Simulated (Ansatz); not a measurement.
Abridged output of a molecular run in Ansatz:

```
Functional definition: HF
1669 factors; integrals over basis functions are off by at most 8.8e-4 eV
mean field evaluation 1: about -16922.2977 eV, gradient 3.4e1 eV
mean field evaluation 2: about -16922.3906 eV, gradient 3.4e1 eV
mean field evaluation 4: about -16924.5704 eV, gradient 2.6e0 eV
mean field evaluation 8: about -16924.6048 eV, gradient 2.1e-1 eV
mean field -16924.60502141 eV, -621.9677626276 hartree, gradient 7.4e-6 eV, S^2 0.000000; 0 other end points of the search recorded, 0 dependent functions left out
8 core orbitals not correlated: weight in the atoms' cores, before any rotation towards them, 1.000 or more for the frozen orbitals, at most 0.000 for the correlated occupied ones
reference -16924.60502141 eV, -621.9677626276 hartree; 12, 12 occupied and 251, 251 virtual orbitals, 1669 factors
second order -22.72346661 eV of doubles, -0.00000000 eV of singles
cycle   1  -22.57119047 eV  change    1.5e-1 eV  update   9.3e-2
cycle   2  -23.01021037 eV  change   -4.4e-1 eV  update   2.7e-2
cycle   3  -23.11025755 eV  change   -1.0e-1 eV  update   1.4e-2
cycle   4  -23.09352354 eV  change    1.7e-2 eV  update   3.1e-3
cycle   5  -23.09090371 eV  change    2.6e-3 eV  update   1.2e-3
cycle   6  -23.09159996 eV  change   -7.0e-4 eV  update   3.7e-4
cycle   7  -23.09135770 eV  change    2.4e-4 eV  update   1.2e-4
cycle   8  -23.09129492 eV  change    6.3e-5 eV  update   4.2e-5
cycle   9  -23.09131455 eV  change   -2.0e-5 eV  update   1.9e-5
perturbative correction -0.86218803 eV, -0.0316848258 hartree
Total energy: -16948.55852399 eV, -622.8480376111 hartree
```

Its atoms:

Cartesian coordinates in Å:
```
F -1.066 0.384 1.394
B -0.140 0.055 0.516
F 1.036 -0.338 0.967
S -0.521 0.159 -1.240
H 0.691 -0.260 -1.637
```

Q: Which basis set was used?
A. def2-QZVPP
B. def2-TZVPP
C. def2-SVP
D. def2-TZVPPD

A: A. It gives 271 functions.

Q: Write the keys of the input that set method, charge and spin (a neutral closed shell needs none for the last two).

A: 
```yaml
correlation: {method: ccsd_t}
```
